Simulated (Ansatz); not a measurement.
Coupled-cluster diagnostics for the cluster Sr4O4, Ansatz.

Geometry of the singlet (PBE-D4/def2-SVP):

```xyz
8

Sr   -0.6369   -1.5042   -2.1266
Sr   -0.5034   -0.7039    1.8930
Sr   -1.2990    2.1512   -0.9345
Sr    2.0067    0.1993    0.4910
O    -1.4844    0.5031   -2.3685
O     1.5926   -0.5318    2.5157
O     0.4164   -1.4715   -0.1953
O    -0.0920    1.3579    0.7250
```

In the def2 sets Sr takes a core potential; there is no spin–orbit coupling. Correlated methods freeze 4 core orbitals; core or outer-core shells of Sr are correlated, in sets that lack core-valence functions. The structure comes from a short search, and lower isomers may exist.

Problem. Estimate the CCSD(T) correlation energy, the shares of MP2 and (T), T1 and the reference's ⟨S²⟩ for: charge 0, singlet, own geometry in def2-SVP; and the rough time on 4 threads of Arm Neoverse V1 on a shared host.

Solution. 
```tsv
state	basis	correlation (eV)	MP2 share (%)	(T) share (%)	T1	⟨S²⟩ (pure)	wall time	remarks
charge 0, singlet, own geometry	def2-SVP	-33.123	98.3	3.6	0.029	0.00 (0.00)	2.4 min	large T1 (0.029)
```
Customary marks for T1 are 0.02 (closed shells), 0.045 (open shells) and about 0.05 (3d metals). T1 exceeds 0.02 in 1 of 1 rows and 0.045 in 0; the higher it lies, the less the single-reference result can be trusted.
